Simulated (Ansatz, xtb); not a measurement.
Two isomers of C2H5BO2

We compare X, `OB1CCO1`, a singlet, with Y, `C=CB(O)O`, a singlet. Both are isolated molecules in the gas phase, relaxed with PBE0-D4/def2-SVP; the shapes shown needn't be the lowest conformers.

X (Å):

```xyz
10

C     2.2816   -0.6757    0.3882
C     1.2358   -0.9655    1.4765
B     1.0262   -1.0350   -0.5055
O     0.7498   -1.1200   -1.8199
O     0.1689   -1.2716    0.5435
H    -0.1647   -1.3792   -1.9834
H     2.6474    0.3594    0.3481
H     3.1351   -1.3667    0.3571
H     1.4456   -1.8359    2.1185
H     0.9575   -0.1079    2.1096
```

Y (Å):

```xyz
10

C    -0.3081   -0.5842   -1.9311
C    -0.3114    0.4516   -1.0833
B    -0.1922    0.2799    0.4640
O    -0.0831   -0.9837    0.9739
O    -0.2031    1.4102    1.2321
H    -0.3916   -0.4582   -3.0162
H    -0.2202   -1.6118   -1.5620
H    -0.4010    1.4659   -1.4909
H    -0.0121   -1.0374    1.9306
H    -0.1275    1.2644    2.1795
```

Energies in hartree; the thermal terms are from PBE0-D4/def2-SVP harmonic frequencies (ideal gas, rigid rotor, one conformer each, 298.15 K, 1 atm) and include the zero-point energy:

|  | X | Y |
| --- | --- | --- |
| E, CCSD(T)/def2-SVP | −253.725928 | −253.738812 |
| E, MP2/def2-SVP | −253.668349 | −253.679106 |
| E, MP2/def2-TZVPP | −254.145201 | −254.158971 |
| zero-point energy | 0.078890 | 0.077024 |
| H(298 K) − E | 0.084665 | 0.083780 |
| G(298 K) − E | 0.051333 | 0.048215 |

Q: Correct the CCSD(T) difference for the basis set by the MP2 change, then work out ΔE, ΔE₀, ΔH and ΔG for X → Y in kcal/mol (1 Eh = 627.51 kcal/mol) and the equilibrium ratio [Y]/[X].

A: 1. Differences Y − X: CCSD(T) −0.012884, MP2 in the small set −0.010757, MP2 in the large set −0.013770 Eh.
2. ΔE = −0.012884 + (−0.013770 − (−0.010757)) = −0.015897 Eh = −9.98 kcal/mol.
3. ΔE₀ = ΔE + ΔZPE = −0.015897 + (−0.001866) Eh = −11.15 kcal/mol.
4. ΔH = ΔE + (−0.000885) Eh = −10.53 kcal/mol.
5. ΔG = ΔE + (−0.003118) Eh = −11.93 kcal/mol, so ΔS = (ΔH − ΔG)/T = +19.7 J/(mol K).
6. kT = 0.9442 mEh, so K = [Y]/[X] = exp(−ΔG/kT) = exp(+20.14) ≈ 5.6 × 10^8.

Structure Y is favoured at this temperature. An error of 1 kcal/mol in ΔG would change K by a factor of 5.4. GFN2-xTB, HF/STO-3G gave ΔE the other sign. Mirror images and further conformers aren't counted.

As drawn, Y has 1 C=C, 1 O–H in place of 1 C–C, 1 C–O, 1 C–H. Structure X has a 4-membered ring, Y no ring.

Other levels gave ΔE = +7.1 (GFN2-xTB); +24.2 (HF/STO-3G, GFN2-xTB geometries); −5.5 (r2SCAN-D4/def2-SVP, GFN2-xTB geometries); −2.8 (PBE0-D4/def2-SVP); −11.0 (HF/def2-SVP); −6.8 (MP2/def2-SVP); −8.1 (CCSD(T)/def2-SVP) kcal/mol. The correlated steps freeze 5 core orbitals. Programs: Ansatz 0.2.0, xtb 6.7.1.
